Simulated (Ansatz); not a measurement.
## Relative stability

The two ends of one reaction step of AlH4O2F, singlet (PBE0-D4/def2-TZVP).

A:

```json
{"atom": "Al1", "x (Å)": "-0.1597", "y (Å)": "-0.2571", "z (Å)": "-0.2536"}
{"atom": "H2", "x (Å)": "1.1698", "y (Å)": "-1.0970", "z (Å)": "0.0650"}
{"atom": "O3", "x (Å)": "-0.2813", "y (Å)": "0.6605", "z (Å)": "-1.6725"}
{"atom": "O4", "x (Å)": "-1.6267", "y (Å)": "-0.6458", "z (Å)": "0.4994"}
{"atom": "H5", "x (Å)": "1.4542", "y (Å)": "0.6334", "z (Å)": "1.2817"}
{"atom": "F6", "x (Å)": "0.6862", "y (Å)": "1.1359", "z (Å)": "1.1083"}
{"atom": "H7", "x (Å)": "0.4560", "y (Å)": "0.8311", "z (Å)": "-2.2532"}
{"atom": "H8", "x (Å)": "-1.6985", "y (Å)": "-1.2610", "z (Å)": "1.2248"}
```

B:

```
8
angstrom
Al -0.3948 0.3223 -0.0506
H 1.4434 -1.0308 0.2746
O -0.0662 0.4097 -1.6993
O -1.4181 -0.9050 0.4792
H 1.6235 -0.4584 0.7306
F 0.0885 1.5246 0.9748
H 0.4403 1.1174 -2.0922
H -1.7164 -0.9799 1.3831
```

Ansatz 0.2.0; basis: def2-TZVPP; cores frozen in the correlated methods. B3LYP uses VWN-RPA correlation.

Task: Which structure is lower at CCSD(T), and by how much? (Judge from chemistry; the value comes from the calculation.)

Result: The calculation gives: B, by 140.2 kJ/mol (electronic energy, against the other). By their contacts, A is AlH₄O₂F ([OH][AlH]([OH])[FH]) and B is a complex of AlH₂O₂F ([OH][Al]([OH])[F]) + H₂.

All methods give the same order:

```csv
method,E(B) − E(A) (kJ/mol)
SPW92,-122.6
PBE-D4,-134.0
BLYP-D4,-145.2
r2SCAN-D4,-143.5
B97M-V,-129.7
PBE0-D4,-133.8
B3LYP-D4,-143.7
r2SCAN0-D4,-141.3
BHLYP-D4,-143.4
CAM-B3LYP-D4,-141.2
wB97X-V,-138.4
wB97M-V,-137.8
B2PLYP,-144.4
PBE-QIDH,-138.3
RPA on PBE,-137.5
HF,-143.5
MP2,-145.9
CCSD,-140.5
CCSD(T),-140.2
```

No T1 diagnostic of these runs exceeds 0.012.

Labels in which every atom is bracketed show which atoms are joined, not bond orders.

For scale, one of the runs: CCSD(T)/def2-TZVPP, 191 basis functions, launched by `ansatz run in.yaml --threads 2 --pin off --events-out ev --progress --plain --max-ram 4352MiB`. Hardware: 2 CPU threads of an Intel Xeon Platinum 8488C, shared host. Wall time 46 s; peak host memory 2.2 GiB.
